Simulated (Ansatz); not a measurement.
System: NbCl, net charge 0, quintet state. The spin state was set by rule; other spins were not relaxed. 
Structure (B3LYP-D3(BJ)/def2-TZVP (Ansatz, a program for electronic structure) minimum search):
SMILES: [Cl][Nb]
```xyz
2

Nb     0.0000     0.0000    -0.6765
Cl     0.0000     0.0000     1.6316
```
Charge 0, spin multiplicity 5.

Wanted: atomisation energy (electronic, to ground-state atoms), in eV. Correlated levels leave the core frozen unless marked. Open shells are spin-unrestricted. No spin-orbit coupling. Frozen are the shells of the preceding noble gas and the d and f shells that filled before the atom's block. Past Kr the def2 sets carry scalar-relativistic core potentials. The coupled-cluster limit lacks core correlation, which all-electron functionals hold. Basis-set limits of correlation are two-point, X^-3; Hartree-Fock from the larger set.

| level | program | atomisation energy (eV) |
|---|---|---|
| BHLYP-D4/def2-TZVPD | Ansatz + dftd4 | 4.43 |
| SCS-MP2/def2-TZVPP | Ansatz | 4.67 |
| CCSD/def2-QZVPP | Ansatz | … |
| CCSD(T)/CBS(def2-TZVPPD,def2-QZVPPD) | Ansatz | … |

### Question
What belongs in the gaps?

### Answer

- CCSD/def2-QZVPP, atomisation energy (eV): 4.39
- CCSD(T)/CBS(def2-TZVPPD,def2-QZVPPD), atomisation energy (eV): 4.61
